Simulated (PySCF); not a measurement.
C$_{2}$H$_{6}$Be (SMILES [CH3][Be][CH3]), singlet, at a GFN2-xTB geometry (such geometries of metal compounds can be far from the true shape); BLYP/STO-3G run with PySCF.

The PySCF input:
```python
from pyscf import gto, scf, dft

mol = gto.Mole()
mol.atom = '''
    Be    0.00743945    0.00179797   -0.02008394
    C     1.34325800    0.16961268   -1.09841030
    H     2.06285984   -0.64799185   -1.04315004
    H     1.93940669    1.06889496   -0.94047812
    H     1.05888718    0.21201450   -2.15043463
    C    -1.33744142   -0.18725458    1.04331116
    H    -1.90774025   -1.10115211    0.87291218
    H    -2.07641473    0.61189152    0.97592364
    H    -1.07164775   -0.22468519    2.10024171
'''
mol.basis = 'sto-3g'
mol.verbose = 4
mol.build()

mf = dft.RKS(mol)
mf.xc = 'blyp'
mf.kernel()
```

It wrote (shortened):

```
PySCF version 2.14.0

[INPUT] verbose = 4
[INPUT] num. atoms = 9
[INPUT] num. electrons = 22
[INPUT] charge = 0
[INPUT] spin (= nelec alpha-beta = 2S) = 0
[INPUT] symmetry False subgroup None
[INPUT] Mole.unit = angstrom
[INPUT] Symbol           X                Y                Z      unit          X                Y                Z       unit  Magmom
[INPUT]  1 Be     0.007439450000   0.001797970000  -0.020083940000 AA    0.014058523017   0.003397670880  -0.037953146102 Bohr   0.0
[INPUT]  2 C      1.343258000000   0.169612680000  -1.098410300000 AA    2.538389734631   0.320521512453  -2.075694639401 Bohr   0.0
[INPUT]  3 H      2.062859840000  -0.647991850000  -1.043150040000 AA    3.898240130964  -1.224527127450  -1.971267882429 Bohr   0.0
[INPUT]  4 H      1.939406690000   1.068894960000  -0.940478120000 AA    3.664947488249   2.019918730328  -1.777246072946 Bohr   0.0
[INPUT]  5 H      1.058887180000   0.212014500000  -2.150434630000 AA    2.001006767013   0.400649339437  -4.063732499480 Bohr   0.0
[INPUT]  6 C     -1.337441420000  -0.187254580000   1.043311160000 AA   -2.527397991449  -0.353859871770   1.971572355102 Bohr   0.0
[INPUT]  7 H     -1.907740250000  -1.101152110000   0.872912180000 AA   -3.605106589309  -2.080875909387   1.649564950997 Bohr   0.0
[INPUT]  8 H     -2.076414730000   0.611891520000   0.975923640000 AA   -3.923855160713   1.156307390744   1.844228398089 Bohr   0.0
[INPUT]  9 H     -1.071647750000  -0.224685190000   2.100241710000 AA   -2.025120749506  -0.424593473346   3.968881627288 Bohr   0.0

nuclear repulsion = 50.6620737728729
number of shells = 15
number of NR pGTOs = 63
number of NR cGTOs = 21
basis = sto-3g
ecp = {}

******** <class 'pyscf.dft.rks.RKS'> ********
method = RKS
initial guess = minao
damping factor = 0
level_shift factor = 0
DIIS = <class 'pyscf.scf.diis.CDIIS'>
diis_start_cycle = 1
diis_space = 8
diis_damp = 0
SCF conv_tol = 1e-09
SCF conv_tol_grad = None
SCF max_cycles = 50
direct_scf = True
direct_scf_tol = 1e-13
XC library pyscf.dft.libxc version 7.1.2
    S. Lehtola, C. Steigemann, M. J. T. Oliveira, and M. A. L. Marques,  SoftwareX 7, 1–5 (2018)
XC functionals = blyp
    A. D. Becke,  Phys. Rev. A 38, 3098 (1988)
    C. Lee, W. Yang, and R. G. Parr,  Phys. Rev. B 37, 785 (1988)
    B. Miehlich, A. Savin, H. Stoll, and H. Preuss,  Chem. Phys. Lett. 157, 200 (1989)
radial grids:
    Treutler-Ahlrichs [JCP 102, 346 (1995); DOI:10.1063/1.469408] (M4) radial grids

becke partition: Becke, JCP 88, 2547 (1988); DOI:10.1063/1.454033
pruning grids: <function nwchem_prune>
grids dens level: 3
symmetrized grids: False
atomic radii adjust function: <function treutler_atomic_radii_adjust>
small_rho_cutoff = 0
Set gradient conv threshold to 3.16228e-05
Initial guess from minao.
tot grids = 100808
init E= -93.1580004238053
  HOMO = -0.309686231868858  LUMO = -0.001449007649194  gap/eV = 8.38756
cycle= 1 E= -93.2913064060263  delta_E= -0.133  |g|= 0.413  |ddm|= 3.49
  HOMO = -0.124671933141294  LUMO = 0.0773009946927454  gap/eV = 5.49596
cycle= 2 E= -93.2690015132173  delta_E= 0.0223  |g|= 0.492  |ddm|= 1.23
  HOMO = -0.18623901850438  LUMO = 0.0708963294071114  gap/eV = 6.99701
cycle= 3 E= -93.3456488879524  delta_E= -0.0766  |g|= 0.00428  |ddm|= 0.666
  HOMO = -0.187878897939175  LUMO = 0.0685292092503256  gap/eV = 6.97722
cycle= 4 E= -93.3456575338649  delta_E= -8.65e-06  |g|= 0.00162  |ddm|= 0.0113
  HOMO = -0.187618216925204  LUMO = 0.0690672297518798  gap/eV = 6.98477
cycle= 5 E= -93.3456591114664  delta_E= -1.58e-06  |g|= 0.000111  |ddm|= 0.00381
  HOMO = -0.187632554400284  LUMO = 0.0690258312702236  gap/eV = 6.98403
cycle= 6 E= -93.3456591179178  delta_E= -6.45e-09  |g|= 5.94e-06  |ddm|= 0.000272
  HOMO = -0.187633080682157  LUMO = 0.0690262367115385  gap/eV = 6.98406
cycle= 7 E= -93.3456591179329  delta_E= -1.51e-11  |g|= 4.31e-07  |ddm|= 1.14e-05
  HOMO = -0.18763308704114  LUMO = 0.069026238301574  gap/eV = 6.98406
Extra cycle  E= -93.3456591179328  delta_E= 5.68e-14  |g|= 3.84e-07  |ddm|= 1.42e-06
converged SCF energy = -93.3456591179328
```
